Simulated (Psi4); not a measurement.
Intermolecular potential of H4Si ··· Cl2 (SMILES [SiH4] and ClCl). Monomers: optimised at B3LYP-D3(BJ) (def2-TZVP), held rigid. Orientation: a higher rigid-body minimum at GFN2-xTB. The monomers approach along the line of their centres of mass (distance R); nothing else relaxes.

Geometry at R = 4.65 Å (first 5 atoms: monomer A):
```
7

Si     0.0000     0.0000     0.0000
H      0.6318     0.6582     1.1658
H     -0.6544     1.0213    -0.8486
H     -1.0120    -0.9724     0.4709
H      1.0346    -0.7071    -0.7881
Cl    -0.8553     2.9973     1.9963
Cl    -1.8879     4.6260     2.5752
```

- PBE/def2-TZVP, counterpoise-corrected (Psi4)
- PBE-D3(BJ)/def2-TZVP, counterpoise-corrected (Psi4)
- SAPT0/jun-cc-pVDZ, frozen core (Psi4)

Interaction energies in kJ/mol; the last columns give the difference from SAPT0:

```tsv
R / Å	PBE/def2-TZVP	PBE-D3(BJ)/def2-TZVP	SAPT0/jun-cc-pVDZ	PBE/def2-TZVP − SAPT0/jun-cc-pVDZ	PBE-D3(BJ)/def2-TZVP − SAPT0/jun-cc-pVDZ
4.03	2.56	-2.45	14.82	-12.27	-17.27
4.24	-1.25	-5.73	5.42	-6.67	-11.15
4.44	-2.46	-6.43	1.08	-3.54	-7.51
4.65	-2.62	-6.05	-0.88	-1.74	-5.16
4.85	-2.35	-5.28	-1.51	-0.84	-3.77
5.08	-1.89	-4.28	-1.56	-0.33	-2.72
5.36	-1.34	-3.16	-1.30	-0.04	-1.85
5.66	-0.87	-2.19	-0.97	0.11	-1.22
6.17	-0.36	-1.13	-0.56	0.19	-0.57
6.82	-0.10	-0.48	-0.28	0.18	-0.21
7.87	-0.01	-0.15	-0.10	0.09	-0.05
9.17	0.00	-0.05	-0.04	0.04	-0.02
```

PBE/def2-TZVP is furthest from SAPT0/jun-cc-pVDZ at 4.03 (-12.27 kJ/mol, below); its mean absolute difference over the points is 2.17 kJ/mol.

PBE-D3(BJ)/def2-TZVP is furthest from SAPT0/jun-cc-pVDZ at 4.03 (-17.27 kJ/mol, below); its mean absolute difference over the points is 4.29 kJ/mol.
